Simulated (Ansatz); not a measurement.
`CBr`: measurement beside calculation (Ansatz, PBE0-D4/def2-TZVP geometry).

```xyz
5

C     0.176    0.048    0.032
Br   -1.661   -0.450   -0.300
H     0.722   -0.850    0.307
H     0.186    0.771    0.842
H     0.576    0.481   -0.880
```

Measured: 13.5 eV (ionisation energy: vertical ionisation to the A 2A1 state of CH3Br+ (removal of 3a1 electron), photoelectron spectroscopy (earlier work)). Source: UV photodissociation of methyl bromide and methyl bromide cation studied by velocity map imaging, 2009 (arxiv:0901.3224).

```
                level  vertical IE (eV)  minus measured (eV)
    PBE-D4/def2-TZVPP             10.48                -3.02
 r2SCAN-D4/def2-TZVPP             10.56                -2.94
   PBE0-D4/def2-TZVPP             10.57                -2.93
  B3LYP-D4/def2-TZVPP             10.63                -2.87
   ωB97X-V/def2-TZVPP             10.64                -2.86
   ωB97M-V/def2-TZVPP             10.58                -2.92
    B2PLYP/def2-TZVPP             10.59                -2.91
        HF/def2-TZVPP              9.60                -3.90
       MP2/def2-TZVPP             10.69                -2.81
      CCSD/def2-TZVPP             10.54                -2.96
   CCSD(T)/def2-TZVPP             10.58                -2.92
        HF/def2-QZVPP              9.59                -3.91
       MP2/def2-QZVPP             10.82                -2.68
         HF/CBS(def2)              9.59                -3.91
        MP2/CBS(def2)             10.92                -2.58
       CCSD/CBS(def2)             10.77                -2.73
    CCSD(T)/CBS(def2)             10.82                -2.68
−ε(HOMO), LDA (SPW92)              6.76                -6.74
        −ε(HOMO), PBE              6.63                -6.87
     −ε(HOMO), revPBE              6.59                -6.91
       −ε(HOMO), BLYP              6.48                -7.02
     −ε(HOMO), r2SCAN              6.94                -6.56
     −ε(HOMO), B97M-V              7.03                -6.47
       −ε(HOMO), PBE0              7.94                -5.56
      −ε(HOMO), B3LYP              7.68                -5.82
    −ε(HOMO), r2SCANh              7.42                -6.08
    −ε(HOMO), r2SCAN0              8.13                -5.37
      −ε(HOMO), HSE06              7.53                -5.97
      −ε(HOMO), BHLYP              9.09                -4.41
  −ε(HOMO), CAM-B3LYP              9.30                -4.20
    −ε(HOMO), LC-ωPBE             10.72                -2.78
    −ε(HOMO), ωB97X-V             10.34                -3.16
    −ε(HOMO), ωB97M-V             10.20                -3.30
```

Computed values are vertical and leave out zero-point energy and spin–orbit coupling. All levels miss by much here, so the measurement may belong to another conformer or state, or be off; this wasn't checked.

B3LYP here is the variant with VWN-RPA as its local correlation; programs differ in this.
